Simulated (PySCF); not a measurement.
# Shapes and spin states of Pb2S

Computed with PySCF, PBE0, basis S def2-SVP, Pb def2-SVP with ECP60 (scalar-relativistic core potentials, no spin–orbit coupling, density fitting).

Relaxations began from a few typed shapes and spin states; open shells are unrestricted. The search is not exhaustive: other isomers or separated fragments can lie lower, and high-lying points may rest on an excited occupation.

Which is the lowest minimum found?
A. triplet D∞h: S–Pb 2.467 Å (×2); Pb–S–Pb 180.0°
B. triplet C2v: Pb–Pb 3.030 Å, S–Pb 2.581 Å (×2); Pb–Pb–S 54.0° (×2), Pb–S–Pb 71.9°
C. singlet C2v: Pb–Pb 3.049 Å, S–Pb 2.550 Å (×2); Pb–Pb–S 53.3° (×2), Pb–S–Pb 73.4°
D. triplet C2v: Pb–Pb 3.525 Å, S–Pb 2.528 Å (×2); Pb–Pb–S 45.8° (×2), Pb–S–Pb 88.4°
E. singlet C2v: S–Pb 2.468 Å (×2); Pb–S–Pb 154.4°
F. singlet D∞h: S–Pb 2.463 Å (×2); Pb–S–Pb 180.0°

C. The others lie at 57.0 (triplet C2v), 79.7 (triplet C2v, a saddle point), 104.2 (triplet D∞h), 167.3 (singlet C2v), 167.8 (singlet D∞h, a saddle point) kJ/mol above it.

For the lowest minimum: spin–orbit coupling, left out here, can matter for elements this heavy.

The electron or spin density has lower symmetry than the nuclear frame for the singlet D∞h at 167.8 kJ/mol.
